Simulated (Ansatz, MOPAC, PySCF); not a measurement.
Isomers of C3H10Si. All species are isolated molecules in the gas phase. One relaxed conformer stands for each flexible species; it need not be the lowest. Strings in code marks are SMILES.

Quantity: electronic energy of isomers of C3H10Si relative to `C[SiH](C)C`, in kJ/mol. Semi-empirical values (MOPAC) are differences of heats of formation.

Level 1: BLYP/cc-pVTZ // B3LYP-D3(BJ)/def2-TZVP (Ansatz, a quantum-chemistry and plane-wave program)
Level 2: PBE-D3(BJ)/def2-TZVP // B3LYP-D3(BJ)/def2-TZVP (PySCF)
Level 3: frozen-core MP2/6-31G* // B3LYP-D3(BJ)/def2-TZVP (PySCF)
Level 4: PM3 // B3LYP-D3(BJ)/def2-TZVP (MOPAC)

```tsv
species	level 2	level 3	level 4
`CCC[SiH3]` (C–C–C–Si torsion 180°)	94.0	78.7	94.6
`CC[SiH2]C` (C–C–Si–C torsion 180°)	53.4	46.3	47.8
`CC(C)[SiH3]`	97.7	81.9	91.5
```

Problem. What does level 1 give for each, and how far do the other levels lie from it on average?

Solution. 
- `CCC[SiH3]` (C–C–C–Si torsion 180°): 91.8
- `CC[SiH2]C` (C–C–Si–C torsion 180°): 51.7
- `CC(C)[SiH3]`: 99.3
Mean absolute difference from level 1, which has limits of its own, over these rows (drawn at random from the members that have all these levels): level 2 1.82 kJ/mol, level 3 11.93 kJ/mol, level 4 4.79 kJ/mol.
